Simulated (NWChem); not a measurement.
System: sulfur difluoride (SF2); SMILES FSF

```xyz
3

F      1.2275     0.0000    -0.4916
S      0.0000     0.0000     0.5530
F     -1.2275     0.0000    -0.4916
```
Atoms are numbered in this order, from 1.

Results from NWChem. All runs use the structure optimised with PBE0/def2-SVP. B3LYP is NWChem's, with the RPA form of VWN correlation. Total energies compare along this basis series because the functional is fixed.

```csv
level,basis functions,energy (Ha),highest occupied level (eV),orbital gap (eV),dipole (D)
B3LYP/def2-SVP,46,-597.5363,-6.87,5.26,1.43
B3LYP/def2-SVPD,73,-597.5687,-7.31,4.99,1.21
B3LYP/def2-TZVP,99,-597.9471,-7.09,4.98,1.23
B3LYP/def2-TZVPP,104,-597.9473,-7.09,4.98,1.23
B3LYP/def2-QZVP,184,-597.9742,-7.16,4.95,1.16
```
